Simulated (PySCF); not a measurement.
Carbon: a sound run and one with changed settings

Sound run: C⁺ [He] 2s2 2p1, C²⁺ [He] 2s2. Calculation: PySCF 2.14, in cc-pVTZ-DK; scalar relativity by spin-free X2C-1e. The sound run starts from symmetry-adapted Hartree-Fock orbitals and uses a fine grid where one is needed.

A second run was set up differently.

```
species  method  sound run (hartree)  changed run (hartree)  converged
     C⁺     UHF            -37.30986              -37.30986        yes
     C⁺     PBE            -37.38696              -37.74409        yes
     C⁺  r2SCAN            -37.41862              -37.91629        yes
    C²⁺     UHF            -36.42264              -36.42264        yes
    C²⁺     PBE            -36.47461              -36.47461        yes
    C²⁺  r2SCAN            -36.50077              -36.50077        yes
```

Ionisation energy of C⁺:

```tsv
method	sound run (eV)	changed run (eV)
UHF	24.142	24.142
PBE	24.826	34.544
r2SCAN	24.976	38.518
```

Task: What was changed?
A. a valence shell is frozen
B. basis contracted for another Hamiltonian
C. angular grid far too coarse
D. level shift left on

Result: C. It used 6 angular points. A coarse angular grid integrates products of high-l functions wrongly, so density functionals can shift, and the SCF can exploit the error; Hartree-Fock and MP2 need no grid.
